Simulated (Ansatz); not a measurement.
**Question.** Predict a relaxed structure of `c1csc(-c2cnc(-c3cnc(-c4cncs4)s3)s2)n1`, charge 0, singlet, at PBE-D4/def2-SVP (Ansatz).

**Answer.** 
Cartesian coordinates in Å:
```
C -5.7958 -1.7800 -2.5738
C -6.1454 -2.4512 -1.4146
S -4.8724 -2.3169 -0.2526
C -3.9527 -1.3562 -1.4218
C -2.6391 -0.8283 -1.1272
C -1.8362 -0.0632 -1.9755
N -0.6343 0.3217 -1.4799
C -0.4529 -0.1186 -0.2460
C 0.7269 0.1308 0.5400
C 1.0584 -0.2619 1.8382
N 2.2680 0.1414 2.2992
C 2.9135 0.8544 1.3878
C 4.2259 1.4207 1.5884
C 5.0253 2.1808 0.7353
N 6.2342 2.5701 1.2331
C 6.3902 2.1253 2.4586
S 5.0633 1.1882 3.1019
S 2.0367 1.0710 -0.1294
S -1.8091 -1.0665 0.3885
N -4.5749 -1.1725 -2.5718
H -6.4357 -1.7155 -3.4663
H -7.0646 -3.0050 -1.1904
H -2.1490 0.2175 -2.9907
H 0.4009 -0.8661 2.4820
H 4.7336 2.4714 -0.2855
H 7.2852 2.3085 3.0726
```
Point group Cs (tolerance 0.1 Å). This is one stationary point.
